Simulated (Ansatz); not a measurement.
`[CH3][AlH][SiH2][AlH2]` + `[SiH3][CH2][GaH2]` → `[CH3][AlH][CH2][GaH2]` + `[AlH2][SiH2][SiH3]`  (redistribution)

Computed with Ansatz on PBE0-D4/def2-TZVP structures; ΔE is electronic, products minus reactants. CCSD(T)/CBS is the MP2 limit (def2-TZVPP, def2-QZVPP) plus CCSD(T) − MP2 in def2-TZVPP, frozen cores. Functionals use def2-TZVPP. For Ga outer-core shells are correlated without core-valence functions, which leaves a few kJ/mol of doubt a bond. Scalar relativity is left out up to krypton. Each species was taken in one conformer, which may not be the lowest.

```
                 species  r2SCAN energy (Eh)
`[CH3][AlH][SiH2][AlH2]`          -817.17052
     `[SiH3][CH2][GaH2]`         -2256.60036
 `[CH3][AlH][CH2][GaH2]`         -2248.24389
    `[AlH2][SiH2][SiH3]`          -825.52939
```

Q: Work out ΔE.

A: ΔE = (-2248.24389) + (-825.52939) − (-817.17052) − (-2256.60036) = -0.00240 Eh = -6.3 kJ/mol. CCSD(T)/CBS gives -5.4 kJ/mol.

Largest T1 diagnostic among the species: 0.013.
